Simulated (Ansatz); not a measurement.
Geometry optimisation, RKS r2SCAN-D4/def2-SVP in Ansatz.

Input file:

```yaml
crystal:
  periodic: [false, false, false]
  atoms:
    - { symbol: B, position_ang: [0.046392, 0.548153, -0.199076] }
    - { symbol: O, position_ang: [-0.19148, -0.411417, 2.225481] }
    - { symbol: H, position_ang: [-1.113731, -0.346858, 1.938734] }
    - { symbol: O, position_ang: [1.225412, -0.075567, -0.506658] }
    - { symbol: H, position_ang: [1.154858, -1.032181, -0.587717] }
    - { symbol: O, position_ang: [-1.219478, 0.056583, -0.440617] }
    - { symbol: H, position_ang: [-1.219494, -0.826068, -0.826671] }
    - { symbol: "N", position_ang: [0.125941, 1.919647, 0.377629] }
    - { symbol: H, position_ang: [1.013068, 2.40566, 0.312773] }
    - { symbol: H, position_ang: [-0.674484, 2.53252, 0.272257] }
    - { symbol: H, position_ang: [0.082795, 0.534327, 2.159466] }
basis:
  gaussian: { orbitals: def2-SVP }
hamiltonian:
  xc: r2scan
  dispersion: d4
relax:
  f_tol: 0.03
  max_steps: 50
```

Launched with:

```bash
$ ansatz run input.yaml --threads 4 --pin off --max-ram 5120MiB --backend cpu --events-out ev --progress --plain --runs-dir out
```

**Question.** Where does it end, and by what steps?

**Answer.** It converged. After 9 steps the energy has fallen by 0.097 eV; O2 moved furthest, 0.27 Å.

| step | energy less start (eV) | largest force component (eV/Å) | accepted |
| --- | --- | --- | --- |
| 0 | 0.0000 | 1.757 | yes |
| 1 | 0.0031 | 1.802 | no |
| 2 | -0.0690 | 0.725 | yes |
| 3 | -0.0851 | 0.416 | yes |
| 4 | -0.0746 | 0.762 | no |
| 5 | -0.0953 | 0.165 | yes |
| 6 | -0.0956 | 0.066 | yes |
| 7 | -0.0949 | 0.302 | no |
| 8 | -0.0964 | 0.037 | yes |
| 9 | -0.0966 | 0.012 | yes |

```xyz
11
Properties=species:S:1:pos:R:3
B 0.079 0.557 -0.253
O -0.277 -0.265 2.440
H -1.148 -0.363 2.033
O 1.255 -0.056 -0.608
H 1.174 -0.996 -0.797
O -1.183 0.024 -0.431
H -1.185 -0.845 -0.845
N 0.154 1.847 0.346
H 1.035 2.345 0.368
H -0.659 2.449 0.377
H -0.015 0.607 2.096
```

Whether the end is a true minimum wasn't checked by a vibrational analysis.

Run time: 18 s on 4 threads of Arm Neoverse V1, on a shared host, peak memory 0.16 GiB.
